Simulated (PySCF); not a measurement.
## Dipole response of Xe (xenon, neutral)

[Kr] 4d10 5s2 5p5 6s1, high-spin 3P determinant (an excited configuration). Computed with PySCF 2.14 in x2c-QZVPPall with one added diffuse shell each of s, p, d, f type (14s10p8d5f1g, 128 functions), with the spin-free X2C one-electron Hamiltonian (Gaussian nucleus). Coupled (time-dependent) response in atomic units; α is the mean over directions.

```json
{"method": "BP86", "mean α (bohr³)": "357.9", "α xx, yy, zz": "394.3, 339.6, 339.6", "C₆ (like pair)": "5802", "S(−4)": "115100"}
```

S(−4) is the Cauchy moment in α(ω) = α(0) + S(−4) ω² + …

Spin-orbit coupling is absent.

α(iu) at BP86:

| u (hartree) | α(iu) (bohr³) |
| --- | --- |
| 0 | 357.9 |
| 0.0500 | 202.3 |
| 0.100 | 95.65 |
| 0.200 | 40.11 |
| 0.300 | 25.56 |
| 0.500 | 14.89 |
| 0.750 | 9.285 |
| 1.00 | 6.402 |
| 1.50 | 3.656 |
| 2.00 | 2.432 |
| 3.00 | 1.364 |
| 5.00 | 0.6397 |

The components differ because the open shell of this determinant is not spherical; for a pure term their mean is the scalar polarisability.

The outer electron is Rydberg-like, and this basis confines it to a smaller radius and binds it less than a complete one would.
